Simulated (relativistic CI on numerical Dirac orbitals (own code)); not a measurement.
Fe⁶⁺: L2,3 absorption edge

Computed with this model: Dirac-Coulomb-Breit CI, orbitals from a KLI potential per configuration, model QED (radiative potential, 1s self-energy scaled to tabulated hydrogen-like ionisation energies), valence Slater integrals scaled by 0.9, multiplet model of core-to-valence dipole absorption; configurations [Ar] 3d2 → [He] 2s2 2p5 3s2 3p6 3d3; 80 K; Lorentzian 0.4 eV and Gaussian 0.3 eV FWHM. Energies are those of the free ion, without screening or charge transfer. The branching ratio is the share of the lower-energy edge in the whole absorption, uncertain by about 0.02 where the edges overlap. S is read from ⟨S²⟩ = S(S + 1).

Field parameters in Wybourne normalisation: D4h B²₀ = −7Ds, B⁴₀ = 21(Dq − Dt), B⁴₄ = 21√(5/14) Dq; Oh B⁴₀ = 21Dq, B⁴₄ = √(5/14) B⁴₀. The field is a parameter set, without covalency.

Computed curve for D4h, 10Dq = 24350, Ds = 620, Dt = -760 cm⁻¹, scaled to 100 at the maximum (points under 2 are left out and the grid is thinned):

(Energy (eV), Intensity): (718.5, 2.2), (719.2, 4.5), (719.8, 4.2), (720.5, 3.1), (721.1, 10.7), (721.8, 13.6), (722.5, 19.3), (723.1, 21.3), (723.8, 20.3), (724.5, 14.8), (725.1, 26.7), (725.8, 50.6), (726.4, 94.4), (727.1, 61.2), (727.8, 49.5), (728.4, 29.3), (729.1, 21.6), (729.7, 15.3), (730.4, 11.5), (731.1, 19.9), (731.7, 20.3), (732.4, 24.6), (733.1, 12.6), (733.7, 9.7), (734.4, 20.2), (735.0, 25.3), (735.7, 35.9), (736.4, 53.8), (737.0, 45.0), (737.7, 32.4), (738.3, 43.8), (739.0, 46.7), (739.7, 55.1), (740.3, 55.4), (741.0, 17.4), (741.7, 11.3), (742.3, 9.0), (743.0, 3.7), (743.6, 3.8), (744.3, 2.3)

The ground state has S = 1.00, and the centroid lies at 732.09 eV.
